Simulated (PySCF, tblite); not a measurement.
Isomers of C4H11Si (doublet state). Computed with GFN2-xTB (tblite): harmonic, unscaled wavenumbers at the GFN2-xTB geometry, gas phase. Errors from tens to a few hundred cm⁻¹ against measured bands are possible. Modes of hydrogen on silicon can be 10 to 20 % off. One conformer each. Open shells enter through the occupations alone, without spin polarisation, and single modes of such species can be off by tens of per cent.

Electronic energies: B3LYP/pcH-1 single points on the GFN2-xTB geometries (PySCF, gas phase).

```tsv
SMILES	electronic energy, lowest = 0 (kcal/mol)
CC[Si](C)C	0.0
CCC[SiH]C	9.5
C[C](C)C[SiH3]	21.1
```

Problem. How do GFN2-xTB zero-point energies change the relative energies?

Solution. 
```tsv
SMILES	ZPE (kcal/mol)	of it from modes above 1550 cm⁻¹	electronic (kcal/mol)	with ZPE, lowest = 0 (kcal/mol)	lowest mode (cm⁻¹)	rings
CC[Si](C)C	86.9	47.4	0.0	0.0	44	0
CCC[SiH]C	86.1	46.0	9.5	8.7	43	0
C[C](C)C[SiH3]	81.0	43.5	21.1	15.2	44	0
```

The zero-point energies span 5.9 kcal/mol, from `C[C](C)C[SiH3]` to `CC[Si](C)C`. The order is unchanged.

Problem. And how do the electronic energies of GFN2-xTB itself compare?

Solution. `CC[Si](C)C` 7.0; `CCC[SiH]C` 2.1; `C[C](C)C[SiH3]` 0.0 kcal/mol, lowest = 0. Against the energies above, taken from the same isomer `CC[Si](C)C`, the largest difference is 28.1 kcal/mol.

Problem. What do entropy and thermal enthalpy add at 298.15 K and 1 bar (rigid rotor, harmonic oscillator, one conformer each)?

Solution. 
```json
{"SMILES": "CC[Si](C)C", "point group": "Cs", "symmetry number": "1", "S (cal/(mol K))": "92.4", "H − H(0) (kcal/mol)": "6.12", "ZPE + H − H(0) − TS (kcal/mol)": "65.5"}
{"SMILES": "CCC[SiH]C", "point group": "C1", "symmetry number": "1", "S (cal/(mol K))": "89.4", "H − H(0) (kcal/mol)": "5.72", "ZPE + H − H(0) − TS (kcal/mol)": "65.2"}
{"SMILES": "C[C](C)C[SiH3]", "point group": "Cs", "symmetry number": "1", "S (cal/(mol K))": "93.8", "H − H(0) (kcal/mol)": "6.23", "ZPE + H − H(0) − TS (kcal/mol)": "59.3"}
```

S holds R ln(2S + 1) for the spin.
